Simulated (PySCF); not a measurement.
**Structure elucidation problem**

Molecular formula: C7H12FNO. Simulated spectra:

¹H NMR (500 MHz, computed): δ 4.18 (m, 1H), 3.49 (m, 1H), 3.40 (m, 1H), 1.24 (d, 3H), 1.18 (d, 3H), 1.17 (d, 3H).

¹³C{¹H} NMR (computed): δ 110.4 (C), 81.0 (CH), 72.6 (CH), 72.2 (CH), 24.5 (CH3), 21.1 (CH3), 17.8 (CH3).

All values are calculated (PySCF 2.14.0 with density-fitted response routines): shielding tensors at KT3/pcSseg-1 (GIAO), PBE0-D3(BJ)/def2-SVP structure. Equivalent nuclei averaged, no solvent model, one computed conformer, relativity neglected.

References, each an isolated molecule treated in the same way: ¹H (σ = 31.32 ppm) and ¹³C (σ = 182.31 ppm) vs TMS.

**Question.** Propose a structure and justify it.

**Answer.** 
- Rings plus π bonds: 2 (no ring in the answer).
- 7 carbon signals for 7 carbons: no two carbons are equivalent.
- Carbon types of the structure: 1 × C, 3 × CH, 3 × CH3, which accounts for all hydrogens.
- δC 110.4: nitrile carbon; typical of a nitrile.
- δC 81.0: sp3 CH bonded to F, α to a nitrile; pulled downfield by the heteroatom.
- δC 72.6, 72.2: sp3 CH bonded to O; the inductive effect lowers its shielding.
- δC 24.5, 21.1, 17.8: methyl carbon; a saturated carbon with 1 carbon neighbour and no heteroatom attached.
- δH 4.18: hydrogen on an sp3 CH bonded to F, α to a nitrile; its carbon carries F, an electronegative neighbour.
- δH 3.49, 3.40: hydrogen on an sp3 CH bonded to O; its carbon carries O, an electronegative neighbour.
- δH 1.24, 1.18, 1.17: hydrogen on a methyl carbon.

The compound is SMILES CC(C)O[C@@H](C)[C@H](F)C#N.

This is the structure that produced the data.

Splittings by ¹⁹F in the carbon and heteronuclear signals aren't shown, as no couplings were computed. Shifts are as computed, not scaled to solution data. Of 1211 compounds with measured shifts, 218 miss one by over three times the rms of a fit or turn the order of signals round; such compounds aren't used in these exercises. No couplings were computed; multiplicities are counted from neighbouring protons, with m where these are inequivalent, close in shift, in a saturated or five-membered ring or joined by F or P, and br s for small geminal =CH2 splittings.
